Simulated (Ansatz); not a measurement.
Z-matrix (Å, degrees):
```
C
Sn 1 2.234
In 1 2.151 2 77.1
H 1 1.090 2 117.3 3 112.5
H 1 1.091 2 117.4 3 -112.6
H 2 1.716 1 109.4 3 -121.2
H 2 1.716 1 109.4 3 121.1
H 3 1.702 1 155.0 2 -179.9
```

Charge 0, multiplicity 1. In, Sn takes the def2 core potential.

**Question.** List the PBE/def2-TZVPP orbital energies in eV (Ansatz 0.2.0). (An estimate is asked.)

**Answer.** Ansatz gave: Occupied: -268.75, -132.40, -122.27, -88.33, -88.31, -88.29, -80.03, -79.76, -79.66, -24.81, -24.78, -24.73, -24.67, -24.66, -19.36, -19.08, -19.00, -18.98, -18.88, -15.97, -11.81, -10.16, -9.72, -8.29, -7.36, -5.82, -4.78. Lowest empty: -2.83, -1.98, -1.09, -0.02, 0.71, 0.76, 0.88, 1.37.
